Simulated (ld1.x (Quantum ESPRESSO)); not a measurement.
# In (Z = 49): variants of one TM potential

Base potential:

```
Element                 : indium
Generator               : ld1.x (Quantum ESPRESSO) 7.5
Type                    : norm-conserving Troullier–Martins (Kleinman–Bylander form)
Functional              : PW91
Relativity              : fully relativistic
Frozen core             : [Kr] 4d10
Valence charge          : 3
Reference configuration : 5s1 5p0 (charge +2)
Partial waves           : 5p (bound, empty): rc 2.10 bohr; 5s (bound): rc 1.75 bohr
Local potential         : the s channel
Core correction         : a·sin(br)/r model core inside 1.60 bohr
```

Open shells are filled in proportion to 2j + 1 (rel_dist='average').

Cutoffs, loose and tight: the cutoffs (Ry, on a coarse ladder) from which the occupation-weighted sum of valence levels, in a spherical-Bessel basis at the reference potential, stays within 10 and 1 mRy of its value at 400 Ry. They do not see the model core or the augmentation charge, which bear on the density cutoff. Test errors are all-electron minus pseudo excitation energies from the reference, over the configurations 5s2 5p1; 5s2 5p0; 5s2 5p0.5; 5s1 5p2; 5s2 5p1.3; 5s0 5p3; 5s1 5p1. A dash means not determined; rows that change the core or the reference have their own tests.

A true bound ghost makes a file unfit for plane-wave use even where its test errors are small: the radial tests pick states by their node count and pass the ghost by.

| change | outcome | cutoff, loose | cutoff, tight | bound ghosts | largest test error (meV) |
| --- | --- | --- | --- | --- | --- |
| base | generated | 21 Ry | 50 Ry | none | -189 |
| all radii but the core radius scaled by about 0.74 (s 1.30, p 1.56 bohr) | generated | 120 Ry | over 300 Ry | p3/2, p1/2, s (extra level of the local part) | -19 |
| all radii but the core radius scaled by about 0.83 (s 1.44, p 1.74 bohr) | generated | 80 Ry | 160 Ry | p3/2, p1/2 | -157 |
| all radii but the core radius scaled by about 0.87 (s 1.52, p 1.84 bohr) | generated | 35 Ry | 110 Ry | p3/2, p1/2 | -176 |
| all radii but the core radius scaled by about 0.96 (s 1.68, p 2.02 bohr) | generated | 25 Ry | 55 Ry | none | -187 |
| all radii but the core radius scaled by about 1.05 (s 1.84, p 2.20 bohr) | generated | 18 Ry | 40 Ry | none | -190 |
| all radii but the core radius scaled by about 1.11 (s 1.94, p 2.32 bohr) | generated | 10 Ry | 25 Ry | none | -190 |
| all radii but the core radius scaled by about 1.16 (s 2.04, p 2.44 bohr) | generated | 10 Ry | 25 Ry | none | -190 |
| all radii but the core radius scaled by about 1.25 (s 2.18, p 2.62 bohr) | generated | 10 Ry | 25 Ry | none | -191 |
| all radii but the core radius scaled by about 1.33 (s 2.32, p 2.80 bohr) | generated | 10 Ry | 25 Ry | none | -191 |
| all radii but the core radius scaled by about 1.39 (s 2.44, p 2.92 bohr) | generated | 10 Ry | 25 Ry | none | -192 |

Reading the sweep of the scale of all radii but the core radius (base = 1) (base included, trends over the rows without a ghost): The loose cutoff falls from 25 Ry at 0.96 to 10 Ry at 1.39. A larger radius leaves more room for a smooth pseudo-wave, so fewer plane waves are needed; a smaller one forces it to follow the all-electron wave where it bends sharply. The median size of the test errors (rows with all tests solved) stays near 109.5 meV. Bound ghosts are found at 0.74, 0.83, 0.87.
